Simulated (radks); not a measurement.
Task: The mean radii <r> (bohr) of the occupied orbitals of an atom or ion are listed with their occupations. Calculated with a radial shooting solver on a logarithmic mesh with Libxc functionals: Dirac Kohn-Sham, PBE, spin-unpolarised, spherical densities, point nucleus.

| orbital | occ. | <r> |
|---|---|---|
| 1s1/2 | 2 | 0.04860 |
| 2s1/2 | 2 | 0.2176 |
| 2p1/2 | 2 | 0.1883 |
| 2p3/2 | 4 | 0.1918 |
| 3s1/2 | 2 | 0.6517 |
| 3p1/2 | 2 | 0.6719 |
| 3p3/2 | 4 | 0.6827 |
| 3d3/2 | 4 | 0.8039 |
| 3d5/2 | 6 | 0.8101 |
| 4s1/2 | 2 | 2.218 |
| 4f5/2 | 1 | 17.41 |

Name the element and its charge. Open shells, if any, fill j = l - 1/2 first.

Result: Z = 31, gallium, charge 0: Ga in [Ar] 3d10 4s2 4f1. The 1s radius gives Z: for a bare nucleus <r> = (2 gamma + 1)/(2Z) with gamma = sqrt(1 - (Z/c)^2), 0.04755 bohr for Z = 31, and screening makes it slightly larger (0.04860 here). The occupations add up to 31, and the charge is Z minus that.
